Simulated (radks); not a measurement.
Values are calculated unless marked as measured or tabulated.
Ionisation of the gadolinium ion Gd38+, [Ar] 3d8, to Gd39+, [Ar] 3d7, under several functionals. Scalar-relativistic Kohn-Sham, spin-unpolarised, spherical densities, finite nucleus; a radial shooting solver on a logarithmic mesh with Libxc functionals.

functional,E(Gd38+) (hartree),Exc (hartree),IE (eV),-e(HOMO) (eV),<r> HOMO (bohr),IE error (eV)
revPBE,-10307.2828,-186.4736,2848.0,2795.4,0.2100,+21.0
exchange-only PBE,-10305.3496,-184.5246,2845.9,2793.2,0.2101,+18.9
"LDA (Slater exchange, Perdew-Zunger correlation)",-10298.8927,-178.0588,2847.8,2795.1,0.2100,+20.8
exchange-only LDA,-10295.6330,-174.7883,2844.5,2791.8,0.2101,+17.5
"LDA (Slater exchange, VWN5 correlation)",-10298.8938,-178.0596,2847.8,2795.1,0.2100,+20.8
"LDA (Slater exchange, Perdew-Wang correlation)",-10298.8825,-178.0484,2847.8,2795.1,0.2100,+20.8

NIST Atomic Spectra Database: 2827 eV (theoretical). Closest: exchange-only LDA. The Delta-SCF values span 3.53 eV, the total energies 11.65 hartree. The highest occupied level is 3d. Spin polarisation and multiplet splitting are left out, so open shells lie too high by an amount that depends on their filling. Spin-orbit splitting is averaged out at the scalar-relativistic level.

Beside tabulated values, note that spin-unpolarised runs miss the spin-polarisation part of the exchange energy of open shells.
